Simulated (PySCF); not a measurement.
Spectrum to structure. Theory: TDDFT CAM-B3LYP/def2-SVPD, vertical, gas phase, core orbitals frozen in the response in PySCF 2.14.0, density-fitted response routines. Geometries: GFN2-xTB, one conformer each.

| state | λ (nm) | f |
| --- | --- | --- |
| S1 | 192.0 | 0.020 |
| S2 | 182.3 | 0.030 |
| S3 | 175.9 | 0.033 |
| S4 | 173.7 | 0.0023 |
| S5 | 172.7 | 0.0027 |
| S6 | 167.9 | 0.036 |
| S7 | 164.7 | 0.0025 |
| S8 | 163.0 | 0.026 |

Orbital energies (eV): HOMO-3 -10.54, HOMO-2 -10.15, HOMO-1 -10.03, HOMO -9.59, LUMO -0.02, LUMO+1 0.48, LUMO+2 0.87.

Question: Which structure fits?
A. `C#CCn1cc(C)nn1`
B. `N#CC[SiH2][Si@H](Cl)CCl`
C. `O=C(O)[SiH]1N[SiH2]N1`

Answer: B. Its S1, at 6.46 eV, is the highest among the candidates; the nearest of the others has S1 at 5.76 eV. S1 is HOMO→LUMO (75%). Löwdin shares by element: HOMO chlorine 55%, carbon 20% or more, silicon 12% or more; LUMO silicon 45%, chlorine 16% or more, carbon 7% or more (atoms not listed hold the other 32%). At the same level the other candidates give, for their lowest levels:
- `O=C(O)[SiH]1N[SiH2]N1`: 268 nm (f 0.001); 240 nm (f 0.021); 215 nm (f 0.001); 185 nm (f 0.004); 183 nm (f 0.000); T1 4.02 eV; HOMO -8.69, LUMO -0.22 eV
- `C#CCn1cc(C)nn1`: 215 nm (f 0.005); 195 nm (f 0.104); 191 nm (f 0.001); 180 nm (f 0.010); 177 nm (f 0.007); T1 4.44 eV; HOMO -8.57, LUMO 0.79 eV

Shape of the structure used: `[N:1]#[C:2][CH2:3][SiH2:4][Si@H:5]([Cl:6])[CH2:7][Cl:8]`: C2–C3–Si4–Si5 51°, C3–Si4–Si5–Cl6 40°, Si4–Si5–C7–Cl8 -59°.
Triplets come from the Tamm–Dancoff approximation.
